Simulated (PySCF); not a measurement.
C6H4O2.
Bonds: O1–C2 (double), C2–C3, C3–C4 (double), C4–C5, C5–O6 (double), C5–C7, C7–C8 (double), C2–C8. Hydrogens: H9 on C3; H10 on C4; H11 on C7; H12 on C8.

Method: PySCF 2.14.0, HF/def2-SVP geometry optimisation, gas phase.

Q: List the bond lengths, angles and torsions at this level.

A: 
```json
{"bond": "O1=C2, C5=O6", "length (pm)": "118.9"}
{"bond": "C2–C3 and 3 like bonds", "length (pm)": "149.1"}
{"bond": "C3=C4, C7=C8", "length (pm)": "132.7"}
{"bond": "C3–H9 and 3 like bonds", "length (pm)": "108.2"}
```

Bonds in one row agree within 1 pm and their mean is given. A selection of angles:
```json
{"angle": "O1–C2–C3", "degrees": "121.5"}
{"angle": "C3–C2–C8", "degrees": "116.9"}
{"angle": "C2–C3–C4", "degrees": "121.5"}
```

Torsions: O1–C2–C3–C4 180° (antiperiplanar); C2–C3–C4–C5 0° (synperiplanar); C3–C4–C5–O6 180° (antiperiplanar); C4–C5–C7–C8 0° (synperiplanar); C5–C7–C8–C2 0° (synperiplanar); O1–C2–C8–C7 180° (antiperiplanar).

The C–C distances run from 1.327 Å (C3=C4, drawn double) to 1.491 Å (C5–C7, drawn single), a spread of 0.164 Å. The 8 heavy atoms lie in one plane (0.000 Å rms). The 6-membered ring C2–C3–C4–C5–C7–C8 has internal angles of 116.9° to 121.5° (sum 720°, against 720° for a flat polygon); it is planar, 0.00 Å rms from its mean plane, widest ring torsion 0°.

Point group: D2h (every atom within 0.08 Å of its image). Whether it is a minimum is left open (no frequencies).

Hardware: one thread of an Arm Neoverse V1, no GPU (shared host). Cost: 32 s of wall time, 0.53 GiB resident at most. That covers the optimisation of the geometry.
